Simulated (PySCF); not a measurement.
Structure problem from calculated spectra and properties.

Formula: C5H12B2.

* Triplet: lowest triplet excitation (Tamm–Dancoff): 4.36 eV [TDA B3LYP/def2-SVPD]
* UV, strongest line: among the 10 lowest singlet transitions: S9 at 6.93 eV (179 nm, f = 0.029) [TDDFT B3LYP/def2-SVPD]
* Polarisability: 87.3 au [B3LYP/def2-SVPD]
* Valence photoelectron: vertical ionisation energy: 10.02 eV [ΔSCF B3LYP/def2-SVPD]
* 13C NMR: chemical shifts (computed TMS as zero) by class: 92.9 (1 C), 40.7 (1 C), 34.0 (2 C), 20.8 (1 C) ppm [GIAO PBE0/pcSseg-1]
* UV, first state: lowest singlet excitation: 4.85 eV (256 nm, f = 0.010) [TDDFT B3LYP/def2-SVPD]
* Couplings: largest of the computed one-bond spin–spin couplings (means over like bonds): 13C–1H +144.9, 13C–1H +144.6 (×2), 11B–1H +139.0 (×4), 13C–1H +137.6, 13C–1H +136.6, 13C–1H +135.1 (×2), 13C–1H +106.9, 13C–13C +41.3 Hz [B3LYP/pcJ-1, spin–dipole term left out for some pairs]
* Dipole: 0.79 D [B3LYP/def2-SVPD]
* Rotational structure: rotational constants A, B, C: 5.117, 1.806, 1.436 GHz [PBE0-D3(BJ)/def2-SVP]

Electronic properties: PySCF, gas phase, density fitting. Levels stand in brackets. Geometry: PBE0-D3(BJ)/def2-SVP, one conformer, isolated molecule. Each NMR value is the plain mean over a class of atoms that symmetry, rotation or inversion makes alike.

Question: What is the compound? Reason from the data.

Answer: Numbering: `[BH2:1][CH:2]([BH2:3])[CH:4]1[CH2:5][CH2:6][CH2:7]1`. 5 carbons fall into 4 classes; from least to most shielded: chain sp3 carbon bound to boron [C2] (92.9 ppm), four-membered-ring carbon [C4] (40.7 ppm), four-membered-ring carbon [C5/C7] (34.0 ppm, 2 C), four-membered-ring carbon [C6] (20.8 ppm). The couplings run between: +144.9 Hz, four-membered-ring carbon [C6] and its hydrogen; +144.6 Hz, four-membered-ring carbon [C5] and its hydrogen (with 1 like pair); +139.0 Hz, three-coordinate boron [B1] and its hydrogen (with 3 like pairs); +137.6 Hz, four-membered-ring carbon [C6] and its hydrogen; +136.6 Hz, four-membered-ring carbon [C4] and its hydrogen; +135.1 Hz, four-membered-ring carbon [C5] and its hydrogen (with 1 like pair); +106.9 Hz, sp3 carbon bound to boron [C2] and its hydrogen; +41.3 Hz, sp3 carbon bound to boron [C2] and four-membered-ring carbon [C4]. S1 is mainly HOMO→LUMO (weight 0.94); the largest Löwdin shares of the orbital it empties are 0.17 on the sp3 carbon bound to boron, 0.16 on a four-membered-ring carbon, 0.15 on a four-membered-ring carbon and 0.14 on a four-membered-ring carbon, of the orbital it fills 0.28 on each of 2 atoms of one kind (three-coordinate boron), 0.17 on the sp3 carbon bound to boron and 0.05 on a B–H hydrogen. The optimised geometry has point group Cs and is an asymmetric top. Structure: `BC(B)C1CCC1`. The assignments are read from this structure; whether some other isomer fits the data as well wasn't checked.

Conformer computed: `[BH2:1][CH:2]([BH2:3])[CH:4]1[CH2:5][CH2:6][CH2:7]1`: B1–C2–C4–C5 170°.
